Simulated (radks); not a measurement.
Species: Pd II. Configuration: [Kr] 4d9. Method: Dirac Kohn-Sham, PBE, spin-unpolarised, spherical densities, finite nucleus; open shells fill j = l - 1/2 first; Fermi nuclear charge, rms radius 4.5318 fm; computed with a radial shooting solver on a logarithmic mesh with Libxc functionals.

Radial electron density D(r) = 4 pi r^2 rho(r):

```
   r/bohr * D(r) (the largest magnitude, 73.3, reaches the edge; | marks zero)
 0.001088 |*
 0.001246 |*
 0.001428 | *
 0.001623 | *
 0.001859 |  *
  0.00213 |  *
 0.002441 |   *
 0.002796 |    *
 0.003204 |     *
 0.003641 |       *
 0.004171 |         *
 0.004779 |           *
 0.005475 |             *
 0.006273 |                *
 0.007187 |                   *
 0.008168 |                       *
 0.009358 |                          *
  0.01072 |                              *
  0.01228 |                                  *
  0.01407 |                                     *
  0.01612 |                                        *
  0.01832 |                                          *
  0.02099 |                                           *
  0.02405 |                                           *
  0.02756 |                                          *
  0.03157 |                                         *
  0.03588 |                                       *
  0.04111 |                                     *
   0.0471 |                                     *
  0.05396 |                                       *
  0.06182 |                                          *
  0.07083 |                                               *
   0.0805 |                                                   *
  0.09223 |                                                      *
   0.1057 |                                                      *
   0.1211 |                                                   *
   0.1387 |                                             *
   0.1589 |                                       *
   0.1806 |                                    *
   0.2069 |                                    *
    0.237 |                                       *
   0.2716 |                                          *
   0.3111 |                                           *
   0.3536 |                                       *
   0.4051 |                                *
   0.4642 |                       *
   0.5318 |               *
   0.6093 |           *
    0.698 |           *
   0.7933 |           *
   0.9089 |            *
    1.041 |           *
    1.193 |         *
    1.367 |       *
    1.566 |    *
     1.78 |   *
    2.039 | *
    2.336 |*
    2.676 |*
    3.066 *
    3.513 *
    3.993 *
    4.574 *
    5.241 *
```

D(r) has 4 maxima, at r = 0.0224, 0.0991, 0.299, 0.902 bohr, and minima at 0.0445, 0.194, 0.676 bohr, inside which lie 2.04, 11.17, 29.02 electrons.
